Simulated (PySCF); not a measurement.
Radial density of Br (bromine, neutral)

UHF, [Ar] 3d10 4s1 4p6, 2S determinant (an excited configuration). Computed with PySCF 2.14 in aug-cc-pVDZ-DK (6s5p3d, 36 functions), with scalar relativity by spin-free X2C-1e.

```json
{"r (bohr)": "0.000952", "4πr²ρ (e/bohr)": "0.5761", "4πr²(ρα − ρβ)": "0.0004"}
{"r (bohr)": "0.00160", "4πr²ρ (e/bohr)": "1.374", "4πr²(ρα − ρβ)": "0.0010"}
{"r (bohr)": "0.00269", "4πr²ρ (e/bohr)": "3.226", "4πr²(ρα − ρβ)": "0.0024"}
{"r (bohr)": "0.00453", "4πr²ρ (e/bohr)": "7.287", "4πr²(ρα − ρβ)": "0.0053"}
{"r (bohr)": "0.00762", "4πr²ρ (e/bohr)": "15.24", "4πr²(ρα − ρβ)": "0.0110"}
{"r (bohr)": "0.0128", "4πr²ρ (e/bohr)": "27.83", "4πr²(ρα − ρβ)": "0.0192"}
{"r (bohr)": "0.0216", "4πr²ρ (e/bohr)": "40.62", "4πr²(ρα − ρβ)": "0.0244"}
{"r (bohr)": "0.0363", "4πr²ρ (e/bohr)": "42.19", "4πr²(ρα − ρβ)": "0.0163"}
{"r (bohr)": "0.0610", "4πr²ρ (e/bohr)": "35.41", "4πr²(ρα − ρβ)": "0.0156"}
{"r (bohr)": "0.103", "4πr²ρ (e/bohr)": "46.48", "4πr²(ρα − ρβ)": "0.0723"}
{"r (bohr)": "0.173", "4πr²ρ (e/bohr)": "45.82", "4πr²(ρα − ρβ)": "0.0315"}
{"r (bohr)": "0.290", "4πr²ρ (e/bohr)": "27.90", "4πr²(ρα − ρβ)": "0.0668"}
{"r (bohr)": "0.488", "4πr²ρ (e/bohr)": "34.84", "4πr²(ρα − ρβ)": "0.1602"}
{"r (bohr)": "0.821", "4πr²ρ (e/bohr)": "12.91", "4πr²(ρα − ρβ)": "0.1375"}
{"r (bohr)": "1.38", "4πr²ρ (e/bohr)": "4.609", "4πr²(ρα − ρβ)": "1.0156"}
{"r (bohr)": "2.32", "4πr²ρ (e/bohr)": "2.629", "4πr²(ρα − ρβ)": "0.2487"}
{"r (bohr)": "3.91", "4πr²ρ (e/bohr)": "0.3851", "4πr²(ρα − ρβ)": "-0.0676"}
{"r (bohr)": "6.58", "4πr²ρ (e/bohr)": "0.004789", "4πr²(ρα − ρβ)": "-0.0036"}
{"r (bohr)": "11.1", "4πr²ρ (e/bohr)": "2.394e-05", "4πr²(ρα − ρβ)": "0.0000"}
```

Densities and radii are taken from the X2C orbitals without a picture-change correction, which distorts them close to the nucleus.

Where is the radial spin density 4πr²(ρα − ρβ) most negative, and why is it negative at all?

Around r = 3.91 bohr, down to -0.0676 e/bohr: exchange with the open shell polarises the paired shells in an unrestricted calculation.
